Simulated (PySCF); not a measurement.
From computed data to an observable: chemical shift, span and skew from a shielding tensor

CH7ClO2Si2, SMILES C(O)[SiH2]O[SiH2]Cl. Atoms are numbered in the order given.

```xyz
13

O     -1.6541     1.0637     0.5134
C     -2.0537    -0.2492     0.1122
Si    -0.8756    -1.4900     0.9244
O      0.6866    -1.0350     0.5080
Si     1.5885     0.2853     0.1436
Cl     0.8221     1.2131    -1.5813
H     -1.1883     1.4712    -0.2301
H     -3.0980    -0.4247     0.4301
H     -2.0400    -0.3691    -0.9868
H     -1.0060    -1.4373     2.4064
H     -1.0879    -2.8835     0.4433
H      1.5666     1.3012     1.2209
H      2.9607    -0.1493    -0.1976
```
Charge 0, spin multiplicity 1.

The structure is a stationary point at B3LYP-D3(BJ)/def2-SVP. The structure was generated by enumeration, and PubChem lists no compound with its InChIKey, so it may never have been made. One conformer was computed; it need not be the lowest.

GIAO shieldings from PBE0/pcSseg-1 run with PySCF, non-relativistic, no solvent. The symmetric part of the tensor of Si5 has the principal values 349.4, 354.5, 400.9 ppm. The same nucleus in TMS has σ = 352.7 ppm at this level (PySCF, at its B3LYP-D3(BJ)/def2-TZVP geometry). Without spin–orbit terms, shifts of atoms bonded to Cl or Br come out too high.

Problem. Work out the isotropic shielding, the ²⁹Si shift against TMS, the span and the skew.

Solution. 
σ(iso) = (σ11 + σ22 + σ33)/3 = 368.3 ppm. δ = σ(ref) − σ(iso) = 352.7 − (368.3) = -15.6 ppm.
Span Ω = σ33 − σ11 = 51.5 ppm. Skew κ = 3(σ(iso) − σ22)/Ω = 0.80. Tumbling in solution averages the tensor to δ; in a static solid the shielding alone would spread this spin-1/2 line over Ω.
